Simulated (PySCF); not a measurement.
How methods differ on the ionisation energy of V

V [Ar] 3d3 4s2 [3d3/2^3, M_J = 3/2] → V⁺ [Ar] 3d4 [3d3/2^4, M_J = 0], as a difference of total energies. Computed with PySCF 2.14 in x2c-TZVPPall-2c (6s7p4d2f1g, 70 functions), with the two-component X2C-1e Hamiltonian. Correlated levels: [Ne] frozen; the 6 highest virtual spinors dropped. "Screened" scales the spin-orbit matrix elements by Boettger's factors to mimic the two-electron term; Breit and QED terms are absent.

```
                    method  ionisation energy (eV)
           GHF (spin-free)                   6.088
          GMP2 (spin-free)                   6.382
 GHF (screened spin-orbit)                   6.102
GMP2 (screened spin-orbit)                   6.396
```

Problem. How much does correlation contribute at GMP2 (screened spin-orbit)?

Solution. 6.396 − (6.102) = 0.294 eV, measured against GHF (screened spin-orbit).

Errors of the correlated levels include the incompleteness of this basis and the frozen core.

The labels give the starting determinants; with spin-orbit coupling the two ends relaxed to ⟨J²⟩ = 6.70, ⟨L²⟩ = 12.01, ⟨S²⟩ = 3.76 and ⟨J²⟩ = 3.96, ⟨L²⟩ = 6.01, ⟨S²⟩ = 6.00.

MP2 underrates the near-degeneracy of ns² with np² in the lower species.

The determinant of V and of V⁺ mixes levels of different J (the jj label is only the starting occupation), so the difference between spin-free and spin-orbit rows is not the physical spin-orbit shift.

For comparison: 6.746 eV (measured; NIST Atomic Spectra Database, ionization energies).
